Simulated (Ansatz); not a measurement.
This geometry of FH₃InNO (7 atoms, charge 0, multiplicity 1) is a first-order saddle point.

Computed with RKS B3LYP/def2-SVP (Ansatz 0.2.0).

```xyz
7
Properties=species:S:1:pos:R:3
N -0.269 -0.421 -1.477
In 0.011 -0.162 0.525
O 0.698 1.439 1.514
F -0.590 -1.645 1.675
H -0.301 -1.403 -1.753
H 0.421 0.055 -2.058
H 0.030 2.137 1.574
```

Problem. Which two structures does it join? (They come from a converged band through this point; their orientation in space is the band's.)

Solution. No bond is made or broken. The dihedral N1–In2–O3–H7 goes from 174 to -2°.

First end point:

```xyz
7
Properties=species:S:1:pos:R:3
N -0.147 -0.672 -1.523
In -0.095 -0.003 0.397
O 0.252 1.859 1.033
F -0.667 -1.230 1.834
H 0.021 -1.676 -1.594
H 0.512 -0.195 -2.138
H 0.124 1.917 1.991
```

Last end point:

```xyz
7
Properties=species:S:1:pos:R:3
N -0.173 -0.587 -1.391
In -0.119 -0.123 0.599
O 0.152 1.619 1.539
F -0.641 -1.558 1.836
H -0.060 -1.589 -1.549
H 0.530 -0.101 -1.949
H 0.312 2.341 0.915
```

Problem. How far does it lie above each of them?

Solution. 0.124 eV above the first and 0.051 eV above the second. This is the barrier of this one path; another mechanism may lie lower.

The run took 70 s on 1 thread of AMD EPYC 9R45 96-Core Processor (Zen 5), on a shared host, peak memory 0.19 GiB.
